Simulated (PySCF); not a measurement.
## Vibration and rotation of TeS

UHF-CCSD(T) constants of TeS, ³Σ⁻ (triplet), unpaired electrons π ↑↑ (Te x2c-SVPall, S x2c-SVPall; spin-free X2C with a Gaussian nucleus (PySCF 2.14); masses 129.9062 and 31.9721 u):

* ωe: 450.3 cm⁻¹
* ωexe: 1.54 cm⁻¹
* Be: 0.1269 cm⁻¹
* αe: 0.000556 cm⁻¹
* De to Te + S: 2.80 eV

Task: What force constant and bond length do these constants imply?

Result: Reduced mass μred = 25.657 u; k = 5.8918×10⁻⁷·μred·ωe² (u, cm⁻¹, mdyn/Å) = 3.07 mdyn/Å; Re = √(16.8576/(μred·Be)) (u, cm⁻¹, Å) = 2.275 Å.

Task: Estimate the centrifugal constant D from the Kratzer relation and find the Dunham coefficient a1.

Result: D = 4Be³/ωe² = 4.03e-08 cm⁻¹; a1 = −1 − αeωe/(6Be²) = -3.59.

Correlated steps freeze 23 core orbitals. Correlated levels converge slowly with the basis: in double zeta they bind strong bonds too weakly, by up to about 1 eV, and carry superposition errors of some tenths. These are scalar-relativistic numbers at best; spin–orbit coupling would shift them, the dissociation energy most. The state is the lowest determinant that a PBE0 search found; another state may lie lower at other levels.
